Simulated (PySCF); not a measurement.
How methods differ on the excitation energy of Co

Co [Ar] 3d7 4s2 (4F) → Co [Ar] 3d6 4s2 4p1 (high-spin determinant), as a difference of total energies. All numbers are calculated (PySCF 2.14, scalar relativity by spin-free X2C-1e, in aug-cc-pVTZ-DK (8s7p5d3f2g, 93 functions)). Correlated levels: valence: [Ar] frozen. The calculations carry no spin-orbit coupling.

```json
{"method": "UHF", "excitation energy (eV)": "5.092"}
{"method": "MP2 (valence)", "excitation energy (eV)": "6.523"}
{"method": "SCS-MP2 (valence)", "excitation energy (eV)": "6.657"}
{"method": "CCSD (valence)", "excitation energy (eV)": "6.298"}
{"method": "CCSD(T) (valence)", "excitation energy (eV)": "6.115"}
```

Q: How much does correlation contribute at CCSD(T) (valence)?

A: 6.115 − (5.092) = 1.023 eV, measured against UHF.

The coupled-cluster amplitudes are large for the upper state (T1 above 0.03 or a double amplitude above 0.15), so a single reference is strained.

The determinant of the upper state mixes LS terms, which raises its energy above the lowest term, most at the Hartree-Fock and MP2 levels.
